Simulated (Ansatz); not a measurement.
The cluster Cr₃N₃⁻. Total charge -1; triplet. Geometry r2SCAN-D4/def2-SVP, that of the neutral doublet.

```
atom   x (Å)   y (Å)   z (Å)
 Cr1  -1.977  -0.625  -0.966
 Cr2  -0.103  -0.104   0.899
 Cr3   0.568  -0.836  -1.472
  N4  -1.692   0.350   0.468
  N5   1.550   0.947   1.029
  N6   1.653   0.268   0.042
```

At PBE-D4/def2-TZVPD, r2SCAN-D4/def2-TZVPD, PBE0-D4/def2-TZVPD the charge -1 triplet is spin-contaminated (final ⟨S²⟩ up to 7.26, 2.00 for a pure state). At PBE-D4/def2-TZVPD, r2SCAN-D4/def2-TZVPD, PBE0-D4/def2-TZVPD the highest occupied level of the charge -1 triplet lies above zero (up to 0.63 eV). Energy differences disagree on whether the electron is bound (positive means bound): 0.25 eV (vertical, against the charge 0 doublet, at PBE-D4/def2-TZVPD), but -1.08 eV at PBE0-D4/def2-TZVPD. The structure comes from a short search, and lower isomers may exist.

Task: Estimate the α-spin orbital energies around the gap (eV) in Ansatz with PBE-D4/def2-TZVPD, r2SCAN-D4/def2-TZVPD, PBE0-D4/def2-TZVPD.

Result: 
```json
{"orbital": "HOMO−5", "PBE-D4/def2-TZVPD": "-0.74", "r2SCAN-D4/def2-TZVPD": "-0.89", "PBE0-D4/def2-TZVPD": "-3.04"}
{"orbital": "HOMO−4", "PBE-D4/def2-TZVPD": "-0.65", "r2SCAN-D4/def2-TZVPD": "-0.83", "PBE0-D4/def2-TZVPD": "-2.74"}
{"orbital": "HOMO−3", "PBE-D4/def2-TZVPD": "-0.26", "r2SCAN-D4/def2-TZVPD": "-0.43", "PBE0-D4/def2-TZVPD": "-2.56"}
{"orbital": "HOMO−2", "PBE-D4/def2-TZVPD": "0.12", "r2SCAN-D4/def2-TZVPD": "-0.17", "PBE0-D4/def2-TZVPD": "-2.52"}
{"orbital": "HOMO−1", "PBE-D4/def2-TZVPD": "0.40", "r2SCAN-D4/def2-TZVPD": "0.29", "PBE0-D4/def2-TZVPD": "-1.84"}
{"orbital": "HOMO", "PBE-D4/def2-TZVPD": "0.63", "r2SCAN-D4/def2-TZVPD": "0.49", "PBE0-D4/def2-TZVPD": "-1.62"}
{"orbital": "LUMO", "PBE-D4/def2-TZVPD": "1.02", "r2SCAN-D4/def2-TZVPD": "1.22", "PBE0-D4/def2-TZVPD": "1.14"}
{"orbital": "LUMO+1", "PBE-D4/def2-TZVPD": "1.36", "r2SCAN-D4/def2-TZVPD": "1.58", "PBE0-D4/def2-TZVPD": "1.62"}
{"orbital": "LUMO+2", "PBE-D4/def2-TZVPD": "1.44", "r2SCAN-D4/def2-TZVPD": "1.90", "PBE0-D4/def2-TZVPD": "1.77"}
{"orbital": "LUMO+3", "PBE-D4/def2-TZVPD": "1.71", "r2SCAN-D4/def2-TZVPD": "2.20", "PBE0-D4/def2-TZVPD": "2.11"}
{"orbital": "LUMO+4", "PBE-D4/def2-TZVPD": "1.74", "r2SCAN-D4/def2-TZVPD": "2.31", "PBE0-D4/def2-TZVPD": "2.22"}
{"orbital": "LUMO+5", "PBE-D4/def2-TZVPD": "1.94", "r2SCAN-D4/def2-TZVPD": "2.49", "PBE0-D4/def2-TZVPD": "2.65"}
{"orbital": "β HOMO", "PBE-D4/def2-TZVPD": "0.11", "r2SCAN-D4/def2-TZVPD": "-0.17", "PBE0-D4/def2-TZVPD": "0.34"}
{"orbital": "β LUMO", "PBE-D4/def2-TZVPD": "1.04", "r2SCAN-D4/def2-TZVPD": "1.25", "PBE0-D4/def2-TZVPD": "1.92"}
```
